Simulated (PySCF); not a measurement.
## Si3O3F6

The system: Si3O3F6, a molecule drawn as a unit of a network glass or zeolite (built as: Si Si Si, F ends, O bridges); neutral, singlet. The structure was relaxed in the gas phase by PBE0-D3(BJ)/def2-SVP. No frequency run checks that it is a minimum.

SMILES: F[Si]1(F)O[Si](F)(F)O[Si](F)(F)O1

```xyz
12

F     1.869   -2.156    0.658
Si    1.225   -1.126   -0.368
F     1.902   -1.350   -1.788
O    -0.391   -1.371   -0.469
Si   -1.667   -0.390   -0.173
F    -2.550   -0.231   -1.486
F    -2.586   -1.011    0.966
O    -1.085    1.066    0.301
Si    0.442    1.625    0.502
F     0.659    2.102    2.003
F     0.702    2.869   -0.454
O     1.477    0.410    0.139
```
(Å; atoms numbered from 1)

Shieldings: GIAO PBE0/pcSseg-1. Shifts are against computed references at the same level: Si TMS (σ 352.0 ppm). Core levels by delta-SCF with SCAN, pcX-2 on the ionised atom and pcseg-1 elsewhere, spin-free X2C (2p3/2 is the spin-free 2p value less a third of a first-order spin-orbit splitting); from the vacuum level, for chosen atoms.

(1) Give the shieldings and core levels atom by atom.

(2) By CAM-B3LYP/def2-SVPD (TDDFT singlets, Tamm-Dancoff triplets, ionisation by delta-SCF), where does absorption start, and what does vertical ionisation take?

Answers

(1) 
| atoms | bonded to | σ (ppm) | δ (ppm) | core level (eV) |
| --- | --- | --- | --- | --- |
| F1 F3 F6 F7 F10 F11 | 1 Si | 330.2 | - | 1s 694.09 |
| Si2 Si5 Si9 | 2 F + 2 O | 452.7 | -100.7 | 2p3/2 111.30 |
| O4 O8 O12 | 2 Si | 251.9 | - | 1s 540.30 |

Values are those of this one static structure; atoms that internal rotation interchanges would show their mean in an NMR spectrum.

(2) The first singlet with intensity lies at 9.65 eV (f 0.066); what lies below it is dark. The lowest singlet lies at 9.49 eV (f 0.000), the strongest of the first 6 at 9.66 eV (f 0.066), the lowest triplet at 9.13 eV; vertical ionisation takes 14.02 eV.

The 3 runs behind this took 8.9 min in all, one thread each of Arm Neoverse V1 on a shared host, launched as `OMP_NUM_THREADS=1 python cluster_run.py task.json out`.
